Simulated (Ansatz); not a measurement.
Calculated with Ansatz (gas phase, PBE0-D4/def2-TZVP geometries, no zero-point term in ΔE). CBS: MP2 limit from def2 TZ/QZ plus the TZ coupled-cluster correction, frozen cores. DFT in def2-TZVPP. Elements past krypton have def2 core potentials. For Sn outer-core shells are correlated without core-valence functions, which leaves a few kJ/mol of doubt a bond. One conformer a species, not always the lowest.

Consider the redistribution: `F[SiH2]S[SiH2]Cl` + `CO[SiH2][SnH3]` → `CO[SiH2]S[SiH2]Cl` + `F[SiH2][SnH3]`.

```tsv
level	ΔE (kcal/mol)	difference from CCSD(T)/CBS
PBE-D4	0.5	0.1
PBE0-D4	0.2	-0.2
B2PLYP	0.7	0.3
MP2/def2-TZVPP	0.3	-0.1
CCSD(T)/def2-TZVPP	0.3	-0.1
HF/def2-QZVPP	0.5	0.1
MP2/def2-QZVPP	0.4	0.0
SCS-MP2/def2-QZVPP	0.4	0.0
HF/CBS(def2)	0.5	0.1
CCSD/CBS(def2)	0.5	0.1
CCSD(T)/CBS	0.4	0
```

Largest T1 diagnostic among the species: 0.013.

The D4 term adds −1.2 kcal/mol with B3LYP and −0.7 kcal/mol with PBE0; it sums over pairs of atoms, weighted by their polarisabilities, and B3LYP, whose exchange is more repulsive, gets the larger term.

CCSD(T)/CBS has its own doubt, a few kJ/mol and more with outer-core shells, so smaller differences from it don't rank the levels.

B3LYP here is the variant with VWN-RPA as its local correlation; programs differ in this.
